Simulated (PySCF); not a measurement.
**DyS: from constants to spectrum**

B97-3 constants of DyS, septet, about 9.1 electrons in the 4f shell (Mulliken), real f orbitals that mix terms (Dy x2c-SVPall, S x2c-SVPall; spin-free X2C with a Gaussian nucleus (PySCF 2.14); masses 163.9292 and 31.9721 u):

- ωe: 459.7 cm⁻¹
- ωexe: 0.965 cm⁻¹
- Be: 0.11968 cm⁻¹
- αe: 0.000341 cm⁻¹
- De to Dy (4f10 6s2) + S: 3.97 eV

Q: What force constant and bond length do these constants imply?

A: Reduced mass μred = 26.754 u; k = 5.8918×10⁻⁷·μred·ωe² (u, cm⁻¹, mdyn/Å) = 3.33 mdyn/Å; Re = √(16.8576/(μred·Be)) (u, cm⁻¹, Å) = 2.295 Å.

Q: Estimate the centrifugal constant D from the Kratzer relation and find the Dunham coefficient a1.

A: D = 4Be³/ωe² = 3.24e-08 cm⁻¹; a1 = −1 − αeωe/(6Be²) = -2.82.

Spin–orbit coupling is left out, which matters for elements this heavy, above all for dissociation energies. With d or f electrons several states lie close, and the lowest PBE0 determinant need not be the measured ground state.
